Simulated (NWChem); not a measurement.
System: BSiH$_{4}$O$_{2}$F; SMILES OB(F)O[SiH3]

Here is an NWChem input.

```
start job
memory heap 200 mb stack 900 mb global 1100 mb
geometry units angstroms noautosym nocenter noautoz
  B      0.029135     0.960882     0.111881
  F      0.703202     2.060619     0.453953
  O     -1.176497     1.068410    -0.500023
  H     -1.447795     1.981292    -0.637746
  O      0.567350    -0.245287     0.385085
  Si    -0.009590    -1.792593     0.092288
  H     -1.301731    -2.005414     0.805348
  H      1.018416    -2.732316     0.614411
  H     -0.196232    -2.005641    -1.371663
end
basis spherical
  B library 6-31g*
  F library 6-31g*
  O library 6-31g*
  H library 6-31g*
  Si library 6-31g*
end
dft
  xc xpbe96 cpbe96
  iterations 150
end
property
  efieldgrad
end
task dft property
```

All runs use the structure optimised with PBE0/def2-SVP.

Vzz is the largest principal value of the second derivative of the potential at the nucleus (NWChem prints the opposite sign); η is the asymmetry. Non-relativistic.

Atoms are numbered as in the input.

**Question.** What results follow from this input? (PBE/6-31G* (spherical d).) Quantities: Vzz B1 (a.u.); η B1; Vzz O3 (a.u.); η O3; Vzz O5 (a.u.); η O5.

**Answer.** Vzz B1 (a.u.): 0.214
η B1: 0.43
Vzz O3 (a.u.): 1.280
η O3: 0.30
Vzz O5 (a.u.): 0.916
η O5: 0.13
